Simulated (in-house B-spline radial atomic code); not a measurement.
How G0W0 and RPA depend on the start: the sulfur ion S⁵⁺

Configuration [Ne] 3s1, highest spin. Computed with an all-electron radial atomic-structure program (B-spline basis): all electrons, non-relativistic, point nucleus, each spin shell either full or empty, empty states to l = 9 with an (l + 1/2)⁻⁴ tail; G0W0 by contour deformation at full frequency.

```
            start  mean-field 3s up (eV)  G0W0 (eV)  QP weight  RPA correlation (Eh)
     Hartree-Fock                 -87.38     -88.63      0.984              -0.60412
         LDA VWN5                 -81.73     -89.07      0.967              -0.66769
              PBE                 -81.63     -89.02      0.968              -0.66654
             PBE0                 -83.20          ?          ?                     ?
           r2SCAN                 -81.94     -88.96      0.970              -0.65536
            HSE06                 -82.84     -88.92      0.972              -0.65023
  B3LYP (VWN-RPA)                 -83.13     -88.94      0.972               -0.6525
             SCAN                 -81.99     -88.96      0.970              -0.65502
             TPSS                 -81.61     -88.99      0.968              -0.66244
        BHandHLYP                 -84.84     -88.81      0.978              -0.63282
        CAM-B3LYP                 -84.98     -88.85      0.977              -0.64514
          LC-wPBE                 -86.51     -88.82      0.980              -0.64565
            wB97X                 -85.60     -88.77      0.980              -0.64122
           PBEsol                 -81.55     -89.03      0.968               -0.6667
             BLYP                 -81.75     -89.03      0.968              -0.66721
          r2SCAN0                 -83.44     -88.86      0.974              -0.64109
LDA exchange-only                 -80.76          ?          ?                     ?
```

**Question.** What G0W0 level, weight and RPA correlation energy follow from the LDA exchange-only start?

**Answer.** G0W0 level -89.06 eV, weight 0.968, RPA correlation -0.66746 hartree.

**Question.** What G0W0 level, weight and RPA correlation energy follow from the PBE0 start?

**Answer.** G0W0 level -88.90 eV, weight 0.973, RPA correlation -0.64841 hartree.

**Question.** How much of the dependence on the start does G0W0 remove?

**Answer.** The mean-field levels span 6.62 eV and the G0W0 levels 0.44 eV. Against 88.053 eV (NIST, measured) the G0W0 removal energies are off by +0.58 to +1.02 eV, with relativity, Breit and QED terms left out.
